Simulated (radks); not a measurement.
Values are calculated unless marked as measured or tabulated.
All-electron atom: Pr+ in [Xe] 4f3 6s1 (the NIST ground configuration). Code: a radial shooting solver on a logarithmic mesh with Libxc functionals. Model: scalar-relativistic Kohn-Sham, PBE, spin-polarised, spherical densities, finite nucleus; open shells are filled with parallel spins first (spin-orbit coupling, left out, can overturn this in heavy ions); Fermi nuclear charge, rms radius 4.8919 fm.

Local quantities along the radius. ELF = 1/(1 + alpha^2) is the electron localisation function; alpha = (tau - tau_W)/tau_unif compares the Pauli kinetic energy density with that of the uniform gas (summed over spins); s = |grad rho|/(2 (3 pi^2)^(1/3) rho^(4/3)) is the reduced gradient. tau is taken from the large components.

r (bohr),ELF,alpha,s
0.0008514,0.999,0.02389,0.8898
0.001154,0.999,0.02399,0.7619
0.001564,0.999,0.02479,0.6691
0.002137,0.999,0.02661,0.6029
0.002896,0.999,0.02984,0.5615
0.003924,0.999,0.03538,0.5395
0.005318,0.998,0.04503,0.5353
0.007208,0.996,0.06274,0.5492
0.009847,0.990,0.09941,0.5839
0.01335,0.969,0.1797,0.6383
0.01809,0.876,0.3766,0.7025
0.02451,0.587,0.8390,0.7166
0.03322,0.334,1.412,0.5529
0.04502,0.422,1.171,0.3168
0.06151,0.691,0.6685,0.3051
0.08336,0.723,0.6185,0.4363
0.113,0.438,1.132,0.4912
0.1531,0.382,1.272,0.2574
0.2075,0.703,0.6508,0.2783
0.2835,0.675,0.6946,0.5601
0.3842,0.210,1.941,0.5154
0.5207,0.590,0.8340,0.1842
0.7057,0.722,0.6206,0.4635
0.9564,0.370,1.306,0.6858
1.307,0.410,1.200,0.4944
1.771,0.686,0.6769,0.6999
2.4,0.409,1.202,1.232
3.252,0.168,2.224,1.500
4.408,0.603,0.8110,1.694
6.022,0.874,0.3805,3.524
8.161,0.699,0.6566,10.13
11.06,0.050,4.349,44.33

On this mesh the ELF has minima near r = 0.033, 0.13, 0.38, 1.1, 3.3 bohr, which separate the shells, and maxima near 0.072 (0.75), 0.24 (0.76), 0.61 (0.74), 1.8 (0.69), 6.0 (0.87).

Self-consistent cycle (total energy in hartree, residual of the potential): 1: -9235.990806, 4e+00; 2: -9236.549845, 2e+00; 3: -9236.703989, 5e-01; 4: -9236.710024, 7e-02; 5: -9236.711857, 3e-02; 6: -9236.713076, 1e-02; 7: -9236.713087, 3e-03; 8: -9236.713085, 1e-03; 9: -9236.713084, 5e-05; 10: -9236.713084, 5e-05; 11: -9236.713084, 2e-05; 12: -9236.713084, 2e-07; 13: -9236.713084, 6e-08; 14: -9236.713084, 3e-09.
